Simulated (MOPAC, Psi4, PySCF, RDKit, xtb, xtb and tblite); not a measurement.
Two geometries of C9H10O, SMILES C=Cc1ccccc1OC, relaxed at GFN2-xTB with one dihedral held; other torsions can differ between them too.

Structure A

```
20

C      2.6389    -1.8519    -0.1541
C      1.9006    -0.7527    -0.2449
C      0.5195    -0.6015     0.1986
C     -0.1060    -1.5165     1.0447
C     -1.4163    -1.3475     1.4455
C     -2.1346    -0.2453     1.0131
C     -1.5359     0.6825     0.1812
C     -0.2175     0.5193    -0.2229
O      0.3992     1.4553    -1.0288
C     -0.1881     1.6625    -2.2931
H      2.2713    -2.7698     0.2728
H      3.6525    -1.8747    -0.5161
H      2.3171     0.1336    -0.7044
H      0.4498    -2.3717     1.3968
H     -1.8784    -2.0719     2.0995
H     -3.1579    -0.1032     1.3271
H     -2.0890     1.5505    -0.1468
H     -1.2126     2.0405    -2.2197
H      0.4314     2.4051    -2.7934
H     -0.1929     0.7367    -2.8794
```

Structure B

```
20

C      2.5585    -1.9468    -0.1949
C      1.9646    -0.7718    -0.0408
C      0.5400    -0.5842     0.2462
C     -0.1188    -1.4750     1.0932
C     -1.4331    -1.2833     1.4691
C     -2.1230    -0.1746     1.0068
C     -1.5012     0.7093     0.1477
C     -0.1821     0.5116    -0.2512
O      0.3306     1.4587    -1.1002
C      1.1046     1.0442    -2.2081
H      2.0090    -2.8731    -0.1640
H      3.6172    -2.0261    -0.3738
H      2.5486     0.1375    -0.1021
H      0.4353    -2.3133     1.4885
H     -1.9130    -1.9864     2.1331
H     -3.1460    -0.0036     1.3068
H     -2.0212     1.5738    -0.2352
H      1.0979    -0.0401    -2.3291
H      0.6717     1.5066    -3.0995
H      2.1365     1.3895    -2.1015
```

Which is lower in energy at the level Psi4 with B3LYP-D3(BJ)/def2-SVP // GFN2-xTB, and by how much?

A is lower, by 2.79 kcal/mol (dihedral C3–C8–O9–C10: 120° in A, 45° in B).

E(B) − E(A) in kcal/mol at the other levels, on the same two geometries: GFN2-xTB (xtb and tblite) 1.16; MMFF94 // GFN2-xTB (RDKit) 2.22; B3LYP/def2-SVP // GFN2-xTB (Psi4) 3.38; PBE/def2-SVP // GFN2-xTB (Psi4) 2.95; PBE-D3(BJ)/def2-SVP // GFN2-xTB (Psi4) 2.60; UFF // GFN2-xTB (RDKit) 2.73; AM1, restricted, heats of formation // GFN2-xTB (MOPAC) 1.91; PM7, restricted, heats of formation // GFN2-xTB (MOPAC) 1.01; GFN1-xTB // GFN2-xTB (xtb) 1.30; restricted B3LYP/6-31G*, spherical d, density fitting // GFN2-xTB (PySCF) 3.05; restricted B3LYP/3-21G, density fitting // GFN2-xTB (PySCF) 3.40; restricted Hartree-Fock/3-21G, density fitting // GFN2-xTB (PySCF) 3.52; restricted Hartree-Fock/6-31G*, spherical d, density fitting // GFN2-xTB (PySCF) 3.28.
